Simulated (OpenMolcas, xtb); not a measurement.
## How methods differ on C2H5FSi (SMILES F/C=C/[SiH3])

The species is C2H5FSi (9 atoms), meant as a singlet with charge 0. As SMILES, `F/C=C/[SiH3]`. Geometry: relaxed at PBE0-D4/def2-TZVP.

Each level gives the vertical energy of the triplet above the singlet (eV). The values are calculated.

```
                                  level                   kind     program  value (eV)  less CCSD(T)/cc-pVDZ  CPU time (all runs)
                               GFN1-xTB         semi-empirical         xtb        4.89                 +0.20            under 2 s
                             HF/cc-pVDZ           Hartree–Fock  OpenMolcas        3.63                 -1.06                 21 s
                          SVWN5/cc-pVDZ                    LDA  OpenMolcas        4.73                 +0.04                 89 s
                           BLYP/cc-pVDZ                    GGA  OpenMolcas        4.54                 -0.15              2.2 min
                           TPSS/cc-pVDZ               meta-GGA  OpenMolcas        4.41                 -0.28              3.3 min
                         M06-2X/cc-pVDZ        hybrid meta-GGA  OpenMolcas        4.67                 -0.02              2.9 min
CCSD(T)/cc-pVDZ, open shells restricted  coupled cluster or CI  OpenMolcas        4.69                  0.00              2.4 min
```

CCSD(T)/cc-pVDZ, open shells restricted is the highest level here, not the true value. The values span 3.63 to 4.89 eV. GFN1-xTB: no spin polarisation, so open shells miss the exchange term that lowers them. The upper state's dipole differs much between rows, so they may not all be the same state. CPU times are rough (shared hosts, several kinds of processor and program).
